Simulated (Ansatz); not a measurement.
Relaxation of ClH$_{5}$O$_{2}$Si (9 atoms, charge 0, multiplicity 1), to a largest force component of 0.03 eV/Å in at most 50 steps.

Method: Ansatz 0.2.0, RKS PBE0/6-31G*.

```xyz
9
Properties=species:S:1:pos:R:3
Si 0.219 -0.077 -0.181
H 0.127 -0.282 1.272
O 1.788 0.048 -0.677
H 2.364 -0.709 -0.518
H -0.447 1.128 -0.697
Cl -0.605 -1.797 -1.019
O -2.343 -0.057 1.136
H -2.719 -0.831 0.695
H -1.675 -0.442 1.747
```

Where does it end, and by what steps?

It converged. The force dipped under the threshold on the way, but the program's further checks kept it going. After 28 steps the energy has fallen by 0.128 eV; H9 moved furthest, 0.73 Å.

| step | energy less start (eV) | largest force component (eV/Å) | accepted |
| --- | --- | --- | --- |
| 0 | 0.0000 | 0.837 | yes |
| 1 | -0.0567 | 0.881 | yes |
| 2 | -0.0816 | 0.427 | yes |
| 3 | -0.0647 | 0.592 | no |
| 4 | -0.0966 | 0.190 | yes |
| 5 | -0.1060 | 0.416 | yes |
| 6 | -0.1136 | 0.148 | yes |
| 7 | -0.1173 | 0.367 | yes |
| 8 | -0.1210 | 0.070 | yes |
| 9 | -0.1216 | 0.104 | yes |
| 10 | -0.1228 | 0.126 | yes |
| 11 | -0.1230 | 0.263 | yes |
| 12 | -0.1249 | 0.157 | yes |
| 13 | -0.1258 | 0.056 | yes |
| 14 | -0.1265 | 0.041 | yes |
| 15 | -0.1259 | 0.264 | no |
| 16 | -0.1256 | 0.128 | no |
| 17 | -0.1269 | 0.019 | yes |
| 18 | -0.1269 | 0.190 | no |
| 19 | -0.1273 | 0.034 | yes |
| 20 | -0.1274 | 0.118 | yes |
| 21 | -0.1278 | 0.036 | yes |
| 22 | -0.1278 | 0.032 | yes |
| 23 | -0.1277 | 0.046 | no |
| 24 | -0.1280 | 0.010 | yes |
| 25 | -0.1282 | 0.038 | yes |
| 26 | -0.1282 | 0.042 | yes |
| 27 | -0.1283 | 0.041 | yes |
| 28 | -0.1283 | 0.022 | yes |

```xyz
9
Properties=species:S:1:pos:R:3
Si 0.288 -0.135 -0.112
H 0.502 -0.186 1.351
O 1.730 0.054 -0.900
H 2.437 -0.556 -0.659
H -0.549 0.952 -0.644
Cl -0.523 -1.982 -0.658
O -2.191 -0.066 1.249
H -2.809 -0.142 0.509
H -2.174 -0.958 1.623
```

Whether the end is a true minimum wasn't checked by a vibrational analysis.

The run took 100 s on 1 thread of Arm Neoverse V1, with other jobs on the host, peak memory 0.15 GiB.
